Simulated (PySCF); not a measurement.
Br₃Sb, SMILES [Br][Sb-]([Br])[Br], charge -1, multiplicity 2. Geometry optimised at r2SCAN-D4/def2-SVPD. The def2 effective core potentials stand for the cores of Sb; spin–orbit coupling is left out.

Computed equilibrium geometry at r2SCAN-D4/def2-SVPD (PySCF confirms it by a frequency run) as bond lengths and angles, and its point group:
point group C2v.
Atoms: Sb1 Br2 Br3 Br4. Bonds (Å): Sb1–Br2 2.791, Sb1–Br3 2.594, Sb1–Br4 2.791. Bond angles (°): Br2–Sb1–Br3 95.2, Br2–Sb1–Br4 169.7, Br3–Sb1–Br4 95.2.
Charge -1, spin multiplicity 2.
